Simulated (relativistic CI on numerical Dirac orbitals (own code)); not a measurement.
**Electric-dipole lines of I+**

Calculated at this level of theory: Dirac-Coulomb-Breit CI, KLI orbitals optimised for each configuration, QED by a radiative potential, valence Slater integrals scaled by 0.85, configuration energies shifted to the measured levels that pair with them (semi-empirical) (own radial code, finite nucleus).

CI space (outside the closed core [Kr] 4d10): 5s2.5p4, 5s2.5p3.6s, 5s.5p5, 5s2.5p3.5d, 5s2.5p3.6p, 5s2.5p2.5d2, 5p6, 5s.5p4.5d, 5s2.5p3.7s, 5s2.5p3.6d, 5s2.5p3.4f, 5s2.5p3.7p, 5s2.5p3.7d, 5s2.5p3.5f, 5s2.5p3.5g, 5s2.5p3.6f, 5s2.5p3.7f. Levels of other configurations are missing.

| λ vac (nm) | Lower | Upper | A (s⁻¹) | E lower (cm⁻¹) | E upper (cm⁻¹) |
| --- | --- | --- | --- | --- | --- |
| 78.098 | 5s2.5p4 3P_2 [1] | 5s2.5p3.5d 3D°_2 [99] | 1.30e+09 | 0.0 | 128044.4 |
| 79.072 | 5s2.5p4 3P_2 [1] | 5s2.5p3.5d 3P°_1 [86] | 2.51e+09 | 0.0 | 126467.7 |
| 79.244 | 5s2.5p4 3P_2 [1] | 5s2.5p3.5d 1F°_3 [84] | 1.51e+09 | 0.0 | 126192.3 |
| 80.997 | 5s2.5p4 3P_2 [1] | 5s2.5p3.5d 3P°_2 [76] | 4.34e+09 | 0.0 | 123461.3 |
| 81.465 | 5s2.5p4 3P_1 [3] | 5s2.5p3.5d 3P°_0 [101] | 6.46e+09 | 6891.2 | 129643.9 |
| 82.540 | 5s2.5p4 3P_1 [3] | 5s2.5p3.5d 3D°_2 [99] | 1.91e+09 | 6891.2 | 128044.4 |
| 83.628 | 5s2.5p4 3P_1 [3] | 5s2.5p3.5d 3P°_1 [86] | 2.70e+09 | 6891.2 | 126467.7 |
| 85.561 | 5s2.5p4 3P_2 [1] | 5s2.5p3.5d 3D°_2 [60] | 2.07e+09 | 0.0 | 116875.9 |
| 85.785 | 5s2.5p4 3P_1 [3] | 5s2.5p3.5d 3P°_2 [76] | 1.57e+09 | 6891.2 | 123461.3 |
| 86.155 | 5s2.5p4 3P_2 [1] | 5s2.5p3.5d 1F°_3 [57] | 7.81e+08 | 0.0 | 116069.5 |
| 89.300 | 5s2.5p4 1D_2 [4] | 5s2.5p3.5d 1F°_3 [84] | 1.88e+09 | 14209.9 | 126192.3 |
| 90.319 | 5s2.5p4 1D_2 [4] | 5s2.5p3.5d 1D°_2 [79] | 2.38e+09 | 14209.9 | 124928.2 |
| 91.318 | 5s2.5p4 3P_2 [1] | 5s2.5p3.5d 3D°_3 [42] | 4.04e+09 | 0.0 | 109507.4 |
| 91.349 | 5s2.5p4 1S_0 [5] | 5s2.5p3.5d 1P°_1 [131] | 3.14e+09 | 27856.4 | 137326.6 |
| 95.084 | 5s2.5p4 3P_1 [3] | 5s2.5p3.6s 3P°_2 [46] | 1.24e+09 | 6891.2 | 112061.6 |
| 97.660 | 5s2.5p4 3P_1 [3] | 5s2.5p3.5d 3D°_2 [41] | 1.08e+09 | 6891.2 | 109287.3 |
| 98.174 | 5s2.5p4 1D_2 [4] | 5s2.5p3.5d 1F°_3 [57] | 1.03e+09 | 14209.9 | 116069.5 |
| 102.67 | 5s2.5p4 3P_2 [1] | 5s2.5p3.6s 3D°_3 [22] | 8.09e+08 | 0.0 | 97400.2 |
| 105.95 | 5s2.5p4 3P_2 [1] | 5s2.5p3.6s 3D°_2 [19] | 6.85e+08 | 0.0 | 94382.5 |
| 119.18 | 5s2.5p4 3P_2 [1] | 5s2.5p3.6s 3S°_1 [8] | 8.84e+08 | 0.0 | 83909.7 |

Terms are leading LS components. Brackets give the number of a level in order of energy, since labels repeat. The list gives strong lines, with weight on those to low levels, without configurations that were not tied to measured data, without lines whose two gauges differ by over a factor of 2.5, among the lowest 280 of 567 levels, so that lines to higher ones, which can be the strongest, are missing, and without lines across small gaps between configurations, and without 19 lines that miss the measured interval by over 3.5 %, start from a term whose rates miss tabulated ones by over 60 %, have gauges far apart or, lacking measured levels, span too small a gap for the errors found; lines with a level outside our table were not tested and can miss by more. Levels whose partners in the same complex of configurations lie outside the list can be far off, and so can their lines. Rates are taken at the computed energies, electric ones in the length gauge.

Configurations whose levels could be paired with our table of measured levels were shifted onto them, all but the ground configuration, by the median error of their levels; single terms can still be off by 1,000 to 2,000 cm⁻¹ or more, and rates follow the energies as ν³ (E1, M1) or ν⁵ (E2). The others borrow a shift and can be off by several thousand cm⁻¹ or more. The fine structure of a lone outer electron comes out too small, for d and f at times inverted, and misplaced configurations move strength between like terms. 19 of the 27 excited levels that our extract of the measured tables holds in this range could be paired (the sources list more); they are missed by 509 cm⁻¹ on average and 1645 at most, after the shifts were fitted to these levels, and levels without a partner can miss by more.

LS names give the leading component of a level, which can be under half, so a name can repeat, a term be missing and a line seem to break the LS rules.
